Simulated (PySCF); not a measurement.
C$_{2}$H$_{6}$B$_{3}$O$_{3}$ (SMILES CB1O[B]OB(C)O1), doublet, at a GFN2-xTB geometry. Base run: DF-M062X/STO-3G in PySCF.

Input for PySCF:
```python
from pyscf import gto, scf, dft

mol = gto.M(
    atom='''
C    -2.557902   -0.865660    0.530178
B    -1.182412   -0.138409    0.219186
O    -1.119284    1.223102    0.083625
B     0.061978    1.847343   -0.176823
O     1.197399    1.108074   -0.305684
B     1.169276   -0.255615   -0.178402
C     2.491144   -1.117771   -0.342722
O    -0.028403   -0.853262    0.083945
H    -3.396409   -0.177237    0.509624
H    -2.747090   -1.660497   -0.186480
H    -2.527815   -1.331026    1.512500
H     2.571087   -1.866717    0.440229
H     3.383748   -0.500858   -0.326013
H     2.475119   -1.652975   -1.289493
''',
    basis='sto-3g',
    charge=0,
    spin=1,
    verbose=3,
)

mf = dft.UKS(mol)
mf.xc = 'm062x'
mf = mf.density_fit(auxbasis='def2-universal-jkfit')
mf.kernel()
mf.analyze()
```

Each row names what was changed in the base input (with any setting that the change needs).

```
change               basis functions      E (Eh)  HOMO (eV)  dipole (D)  core-seconds (rough)
-------------------  ---------------  ----------  ---------  ----------  --------------------
base                              46  -375.34797      -4.69        0.13                    20
basis = pcseg-0                   84           ?          ?           ?                    40
basis = 3-21G                     84  -378.07535      -7.27        1.21                    50
basis = 6-31G*                     ?           ?      -7.16           ?                    70
basis = pcseg-1                  142  -380.08555      -7.47        1.18                   100
basis = 6-31G**                  142  -380.15437      -7.16        1.06                    80
basis = def2-SVPD                217  -379.89002      -7.38        1.22                   200
basis = 6-311++G**               218  -380.26325      -7.46        1.24                   100
basis = aug-pcseg-1              238           ?          ?           ?                   200
basis = aug-cc-pVDZ              238  -380.20305      -7.41        1.24                   200
```

Problem. Complete the blanks.

Solution. 
- basis = pcseg-0, E (Eh): -379.17988
- basis = pcseg-0, HOMO (eV): -7.51
- basis = pcseg-0, dipole (D): 1.20
- basis = 6-31G*, basis functions: 124
- basis = 6-31G*, E (Eh): -380.14665
- basis = 6-31G*, dipole (D): 1.05
- basis = aug-pcseg-1, E (Eh): -380.10656
- basis = aug-pcseg-1, HOMO (eV): -7.45
- basis = aug-pcseg-1, dipole (D): 1.19

Totals compare only among sets that treat the same electrons; sets with core potentials leave the core out.

Open shells are given as the SCF converged; they aren't shown to be the lowest states, and a large step between rows can be another state.
